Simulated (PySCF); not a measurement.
NICS in one family of compounds.

Definitions: NICS(0) = −σiso at the ring centroid; NICS(1) = −σiso and NICS(1)zz = −σzz at ±1 Å along the ring normal z. Level: GIAO PBE0/pcSseg-1 (PySCF, non-relativistic, gas phase) on the GFN2-xTB geometries, one conformer each. Atom numbers follow the mapped SMILES.

Question: Order these rings by mean NICS(1)zz, lowest (most negative) first (ppm).
A. ring C3–C4–C5–C6–O9 in `[CH3:1][O:2][c:3]1[cH:4][cH:5][c:6]([SiH2:7][CH3:8])[o:9]1`
B. ring C4–C5–C6–C7–O10 in `[CH3:1]/[N:2]=[CH:3]/[c:4]1[cH:5][cH:6][c:7]([SiH2:8][CH3:9])[o:10]1`
C. ring C3–C4–C5–C6–O9 in `[CH3:1][SiH2:2][c:3]1[cH:4][cH:5][c:6]([C:7]#[N:8])[o:9]1`

Answer: C (-26.7), B (-25.6), A (-23.0).

| SMILES | ring | NICS(0) | NICS(1) | NICS(1)zz | HOMA | rms pucker (Å) | ring atoms with four or more neighbours |
| --- | --- | --- | --- | --- | --- | --- | --- |
| C[SiH2]c1ccc(C#N)o1 | 5-membered ring with O; formal bonds all aromatic | -12.2 | -10.9 | -26.7 | 0.54 | 0.00 | 0 |
| C/N=C/c1ccc([SiH2]C)o1 | 5-membered ring with O; formal bonds all aromatic | -10.7 | -10.4 | -25.6 | 0.51 | 0.00 | 0 |
| COc1ccc([SiH2]C)o1 | 5-membered ring with O; formal bonds all aromatic | -11.4 | -9.4 | -23.0 | 0.38 | 0.00 | 0 |

NICS(0) gives another order. The isotropic NICS(1) gives the same order. HOMA uses Krygowski's 1993 parameters. NICS(1) and NICS(1)zz are means over the two faces.
